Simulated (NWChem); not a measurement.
System: CH4AlIO; SMILES [CH3][Al]([OH])[I]

```xyz
8

Al     0.0451     1.3719     0.0000
I     -0.0035    -1.1159     0.0000
C     -1.5832     2.4172     0.0000
H     -1.3572     3.4945     0.0000
H     -2.1983     2.1891     0.8854
H     -2.1983     2.1891    -0.8854
O      1.5547     2.1505     0.0000
H      2.4154     1.7281     0.0000
```
Atoms are numbered in this order, from 1.

Program: NWChem. Medium grid unless said otherwise, to which SCAN and Minnesota functionals are sensitive. Coordinates come from a PBE0/def2-SVP optimisation. def2 effective core potentials on I; no spin-orbit coupling. B3LYP is NWChem's, with the RPA form of VWN correlation.

Problem. Order these by “highest occupied level (eV)”, lowest first: TPSS/def2-SVP; B3LYP/def2-SVP; BHandHLYP/def2-SVP; r2SCAN0/def2-SVP; N12/def2-SVP.

Solution. BHandHLYP/def2-SVP (-8.52), r2SCAN0/def2-SVP (-7.79), B3LYP/def2-SVP (-7.25), TPSS/def2-SVP (-6.48), N12/def2-SVP (-6.09)
